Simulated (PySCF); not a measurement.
An unknown is described by computed data only.

Formula: C3F8.

| Property | Result |
| --- | --- |
| Rotational structure | rotational constants A, B, C: 1.689, 0.964, 0.909 GHz [PBE0-D3(BJ)/def2-SVP] |
| Dipole | 0.14 D [CAM-B3LYP/def2-SVPD] |
| 13C NMR | chemical shifts (computed TMS as zero) by class: 129.2 (2 C), 115.7 (1 C) ppm [GIAO B3LYP/pcSseg-2] |
| Polarisability | 44.2 au [CAM-B3LYP/def2-SVPD] |
| Triplet | lowest triplet excitation (Tamm–Dancoff): 9.80 eV [TDA CAM-B3LYP/def2-SVPD] |
| UV, strongest line | among the 10 lowest singlet transitions: S9 at 12.37 eV (100 nm, f = 0.135) [TDDFT CAM-B3LYP/def2-SVPD] |
| Couplings | largest of the computed one-bond spin–spin couplings (means over like bonds): 19F–13C -357.1 (×6), 19F–13C -325.3 (×2) Hz [B3LYP/pcJ-1] |
| NMR, other nuclei | isotropic shieldings of nuclei other than C and H, by class: 264 (6 F), 316 (2 F) ppm [GIAO B3LYP/pcSseg-2] |
| UV, first state | lowest singlet excitation: 10.41 eV (119 nm, f = 0.000) [TDDFT CAM-B3LYP/def2-SVPD] |

Gas-phase values; electronic properties from PySCF, density fitting. Levels stand in brackets. Geometry: PBE0-D3(BJ)/def2-SVP; no solvent, vibrations or thermal averaging. NMR classes are plain means over equivalent atoms (diastereotopic ones count apart unless rotation or inversion swaps them), as if these changed places fast.

Task: What is the compound? Reason from the data.

Result: Numbering: `[F:1][C:2]([F:3])([F:4])[C:5]([F:6])([F:7])[C:8]([F:9])([F:10])[F:11]`. Its formula, C3F8, gives 0 degrees of unsaturation, so no ring and no π bond. 3 carbons fall into 2 classes; from least to most shielded: CF3 carbon [C2/C8] (129.2 ppm, 2 C), CF2 carbon [C5] (115.7 ppm). The other shieldings belong to: 264 ppm, fluorine of a CF3 group [F1/F3/F4/F9/F10/F11]; 316 ppm, fluorine of a CF2 group [F6/F7]. The couplings run between: -357.1 Hz, fluorine of a CF3 group [F1] and CF3 carbon [C2] (with 5 like pairs); -325.3 Hz, fluorine of a CF2 group [F6] and CF2 carbon [C5] (with 1 like pair). The optimised geometry has point group C2v and is an asymmetric top. Structure: perfluoropropane (`FC(F)(F)C(F)(F)C(F)(F)F`). The assignments are read from this structure; whether some other isomer fits the data as well wasn't checked.

The values belong to the conformer `[F:1][C:2]([F:3])([F:4])[C:5]([F:6])([F:7])[C:8]([F:9])([F:10])[F:11]`: F1–C2–C5–F6 180°, C2–C5–C8–F9 61°.
